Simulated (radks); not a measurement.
Task: These are the eigenvalues of the occupied orbitals of an atom or ion with whole-number occupations (hartree). Method: Dirac Kohn-Sham, BLYP, spin-unpolarised, spherical densities, finite nucleus; Fermi nuclear charge, rms radius of each element as measured or else 0.836 A^(1/3) + 0.57 fm; computed with a radial shooting solver on a logarithmic mesh with Libxc functionals.

orbital  eigenvalue
1s1/2     -846.3168
2s1/2     -122.6667
2p1/2     -113.5889
2p3/2     -108.2713
3s1/2     -21.90905
3p1/2     -18.35588
3p3/2     -17.44127
3d3/2     -11.14566
3d5/2     -10.96525
4s1/2      -3.02647
4p1/2      -1.94682
4p3/2      -1.80260
4d3/2      -0.22297
4d5/2      -0.20855
5s1/2      -0.15872

Which element is it, and in what charge state? The configuration may be excited. Open shells, if any, are shared by 2j + 1.

Result: Z = 45, rhodium, charge 0: Rh in [Kr] 4d8 5s1. The list shows which subshells hold electrons but not how many an open one holds; the 1s level, -846.32 hartree, gives Z - s = 41.1 by -(Z - s)^2/2, which with screening and relativity narrows Z to a few neighbours, and the depths of the outer levels then fix element, charge and occupations together.
